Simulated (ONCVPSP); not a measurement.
## Transferability test, ONCV potential for Sc (Z = 21)

ONCVPSP 4.0.1 input, shortened (lines: element, Z, core and valence counts, functional; n l f; lmax; l rc ep ncon nbas qcut; lloc lpopt rc5 dvloc0; l nproj debl; icmod fcfact rcfact), PBE, scalar-relativistic:

```
  Sc 21.00    5    2        4      upf
    1    0    2.00
    2    0    2.00
    2    1    6.00
    3    0    2.00
    3    1    6.00
    3    2    1.00
    4    0    2.00
    2
    0    3.10    0.00    3    6    1.60
    1    2.90    0.02    5    9    2.60
    2    1.70    0.00    4    9   10.00
    4    4    1.65    0.00
    0    2    2.30
    1    2    0.60
    2    2    2.70
    3    5.75    1.25
```

In the p channel the program set the typed energies aside and used 0.050, 0.650 Ha.

Energies are relative to the spin-unpolarised reference configuration 3d1 4s2; without spin polarisation the order of configurations can differ from experiment.

```
valence configuration  charge  ΔE all-electron (eV)  error AE − PS (meV)
              3d1 4s0      +2                19.665                  +53
            3d1 4s1.5    +0.5                 2.754                 +0.4
```

**Question.** What are ΔE and the potential's error for 3d1 4s1?

**Answer.** ΔE = 6.897 eV all-electron; the error (AE − PS) is +2.5 meV.

**Question.** What are ΔE and the potential's error for 3d1 4s0 4p2?

**Answer.** ΔE = 5.674 eV all-electron; the error (AE − PS) is -15 meV.

Levels in the configuration 3d1 4s0 4p2:

| level | all-electron (eV) | pseudo (eV) |
| --- | --- | --- |
| 3d | -5.405 | -5.582 |
| 4p | -2.507 | -2.503 |

Note: no bound ghost flagged; GHOST(+) flagged for p at 39.6 eV, s at 48.3 eV, p at 372.2 eV.
